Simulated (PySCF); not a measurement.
# Electronic absorption of C3H8OSi2

Species: C₃H₈OSi₂.
Structure used (PBE0-D3(BJ)/def2-SVP), in Å, numbered top down from 1:
```xyz
14
C3H8OSi2 angstrom
O      3.127   -1.100   -0.288
C      2.001   -0.774   -0.569
Si     0.666   -0.324    0.746
C      0.011    1.429    0.393
Si    -1.410    0.604   -0.569
C     -1.010   -1.072    0.241
H      1.692   -0.711   -1.655
H      1.202   -0.622    2.107
H     -0.361    1.901    1.318
H      0.668    2.146   -0.120
H     -1.146    0.585   -2.041
H     -2.781    1.148   -0.326
H     -1.022   -1.986   -0.370
H     -1.645   -1.240    1.128
```

Method: PySCF, TDDFT B3LYP/def2-SVPD, vertical, gas phase, core orbitals frozen in the response.

```
state  E (eV)  ν̃ (cm⁻¹)       f  main configurations (H = HOMO, L = LUMO)
   S1    3.13      25280  0.0006                                 H→L (97%)
   S2    5.19      41840  0.0014                               H-1→L (96%)
   S3    5.75      46380  0.0008                               H→L+1 (94%)
   S4    5.90      47580   0.075                               H-2→L (87%)
   S5    5.93      47800  0.0024                   H→L+2 (83%), H→L+3 (8%)
   S6    6.14      49500  0.0033      H→L+3 (46%), H-3→L (41%), H→L+2 (9%)
   S7    6.23      50270   0.039                  H-3→L (54%), H→L+3 (28%)
   S8    6.34      51140   0.029                  H→L+4 (77%), H→L+5 (10%)
   S9    6.69      53970   0.036                  H→L+5 (86%), H→L+4 (10%)
  S10    6.70      54080  0.0005                               H-4→L (98%)
```

Triplets (Tamm–Dancoff): T1 2.48 eV, H→L (96%); T2 5.06 eV, H-1→L (93%); T3 5.33 eV, H-2→L (68%), H-6→L (12%), H-3→L (9%); T4 5.67 eV, H→L+1 (89%).

The lowest singlet lies at 3.13 eV (396 nm, visible) and is very weak; its leading configuration is HOMO→LUMO (97%). The most intense listed level is S4 at 5.90 eV (210 nm, f = 0.075), 2.77 eV above S1. Löwdin shares by element: HOMO oxygen 48%, carbon 19% or more, silicon 11% or more, hydrogen 9% or more; LUMO carbon 38% or more, oxygen 33%, silicon 9% or more, hydrogen 6% or more. The oscillator strengths of these states sum to 0.188; summed over the whole spectrum of an exact calculation they would give the number of electrons, 62 (Thomas–Reiche–Kuhn). The listed states span 3.57 eV, and the widest gap between neighbours is 2.05 eV (S1 to S2). Of the 10 states listed, 4 reach f = 0.01 and none stays under 0.0005. S1 lies in the visible range (380 to 750 nm), at 396 nm, f = 0.0006; light of that wavelength is violet, and its complementary colour is yellow-green; a Tamm–Dancoff triplet lies at 500 nm, without intensity as long as spin–orbit coupling is left out. All these states lie below the vertical ionisation energy of 8.91 eV (ΔSCF). The window holds the lowest 10 singlets.

Hardware: an Arm Neoverse N1 with one thread, shared host with 64 logical CPUs at a one-minute load of 61. Cost: 2.5 min, 0.91 GiB resident at most.

One conformer stands for the species.
